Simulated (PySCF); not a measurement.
## How methods differ on the excitation energy of Tc

Tc [Kr] 4d5 5s2 (6S) → Tc [Kr] 4d5 5s1 5p1 (8P), as a difference of total energies. All numbers are calculated (PySCF 2.14, scalar relativity through the core potential, in def2-QZVPPD with the def2 core potential (28 electrons) (7s5p4d4f2g, 88 functions)). Correlated levels: valence: 4s2 4p6 frozen. The calculations carry no spin-orbit coupling.

```
           method  excitation energy (eV)  error (eV)
              UHF                   0.775      -1.337
    MP2 (valence)                   1.815      -0.297
SCS-MP2 (valence)                   2.201      +0.089
   CCSD (valence)                   1.873      -0.239
CCSD(T) (valence)                   1.974      -0.138
```

Reference: 2.112 eV (measured; NIST levels, between the centres of gravity of the two terms).

Errors of the correlated levels include the incompleteness of this basis and the frozen core.
